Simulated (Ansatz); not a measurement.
# Cost against result

Saddle point of SiH6Cl2O2, singlet (SiH₂Cl₂ ([Cl][SiH2][Cl]) + H₂O + H₂O → SiH₃ClO ([OH][SiH2][Cl]) + HCl + H₂O; bonds formed: Cl2–H8, H6–O9; bonds broken: Si1–Cl2, H6–O7, H8–O9), PBE0-D4/def2-TZVP structure:

Si1  (-0.260, 1.324, -0.417)
Cl2  (-0.756, -0.686, -1.773)
H3  (0.643, 1.658, -1.522)
H4  (-1.713, 1.515, -0.443)
Cl5  (0.229, 2.994, 0.860)
H6  (0.462, -1.054, 0.643)
O7  (0.339, 0.209, 0.760)
H8  (0.021, -1.864, -0.641)
O9  (0.469, -2.122, 0.269)
H10  (0.724, 0.690, 1.504)
H11  (-0.159, -2.664, 0.761)
(Å)

Barriers are electronic and count from the start structure reached by relaxing down the imaginary mode.

Ansatz 0.2.0; basis: as named in each row; cores frozen in the correlated methods. B3LYP uses VWN-RPA correlation. Extrapolation: Hartree–Fock as exp(−7.88 √X), correlation as X^−2.97.

Times are rough, for one single point on 8 threads of a shared host (Intel Xeon).

The estimate by CCSD(T) at an estimated basis limit (MP2 extrapolated from triple and quadruple zeta, plus CCSD(T) − MP2 in triple zeta) is 2.98 kcal/mol.

| method | basis | time (s) | barrier (kcal/mol) | method less estimate |
| --- | --- | --- | --- | --- |
| HF | STO-3G | under 1 | 1.51 | -1.47 |
| PBE-D4 | STO-3G | under 1 | -8.42 | -11.40 |
| SPW92 | def2-SVP | under 1 | -2.32 | -5.30 |
| B3LYP-D4 | 6-31G | 1 | 1.20 | -1.77 |
| PBE-D4 | def2-SVP | 1 | -0.34 | -3.32 |
| PBE0-D4 | def2-SVP | 2 | 0.89 | -2.09 |
| SPW92 | def2-TZVPP | 2 | -1.54 | -4.52 |
| PBE-D4 | def2-TZVPP | 3 | 0.51 | -2.47 |
| BLYP-D4 | def2-TZVPP | 4 | 0.92 | -2.06 |
| wB97M-V | def2-SVP | 5 | 1.87 | -1.11 |
| BHLYP-D4 | def2-TZVPP | 5 | 3.01 | 0.03 |
| r2SCAN-D4 | def2-TZVPP | 6 | 0.76 | -2.22 |
| B3LYP-D4 | def2-TZVPP | 6 | 1.70 | -1.28 |
| CAM-B3LYP-D4 | def2-TZVPP | 6 | 1.81 | -1.17 |
| CCSD(T) | def2-SVP | 7 | 2.69 | -0.29 |
| r2SCAN0-D4 | def2-TZVPP | 7 | 1.63 | -1.35 |
| PBE0-D4 | def2-TZVPP | 8 | 1.57 | -1.41 |
| B2PLYP | def2-TZVPP | 8 | 2.13 | -0.85 |
| RPA on PBE | def2-TZVPP | 8 | 2.64 | -0.34 |
| PBE-QIDH | def2-TZVPP | 8 | 2.29 | -0.68 |
| B97M-V | def2-TZVPP | 10 | 3.19 | 0.21 |
| wB97X-V | def2-TZVPP | 10 | 2.45 | -0.53 |
| wB97M-V | def2-TZVPP | 10 | 2.68 | -0.30 |
| MP2 | def2-QZVPP | 27 | 2.35 | -0.63 |
| CCSD(T) | def2-TZVPP | 150 | 2.82 | -0.16 |

All methods are single points on the PBE0-D4 structures; a negative value means that the method puts the saddle structure below the start.

The T1 diagnostic stays at or below 0.010.

The step is the kind of ligand exchange by which a precursor binds to a hydroxyl group, or is hydrolysed, in atomic layer deposition of oxides.

Labels in which every atom is bracketed show which atoms are joined, not bond orders.
